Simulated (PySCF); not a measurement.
**The third ionisation energy along group 15**

All values are computed (PySCF 2.14, energy differences of UHF-based or UKS calculations, no spin-orbit coupling). Values in eV. The last column holds reference values (NIST; (s) semi-empirical, (t) theoretical, else measured). Unmarked ones compare directly (S terms, centres of terms, or small fine structure); those marked * lie between the lowest fine-structure levels and include a spin-orbit shift.

```tsv
element	configurations	UHF	MP2 (valence)	SCS-MP2 (valence)	CCSD (valence)	CCSD(T) (valence)	reference
N (cc-pVDZ-DK, spin-free X2C)	[He] 2s2 2p1 → [He] 2s2	47.297	47.286	47.229	47.014	47.028	47.445 (s) *
P (cc-pVDZ-DK, spin-free X2C)	[Ne] 3s2 3p1 → [Ne] 3s2	29.543	29.717	29.698	29.817	29.833	30.203 *
As (cc-pVDZ-DK, spin-free X2C)	[Ar] 3d10 4s2 4p1 → [Ar] 3d10 4s2	27.461	27.611	27.592	27.687	27.697	28.349 ± 0.012 *
```

"Valence" correlates the outer s and p shells and, in groups 3 to 12 and the f block, the outer d or f shell, open or full, or the next shell where the ion has no valence electron left; the wider scheme adds the next inner shell.
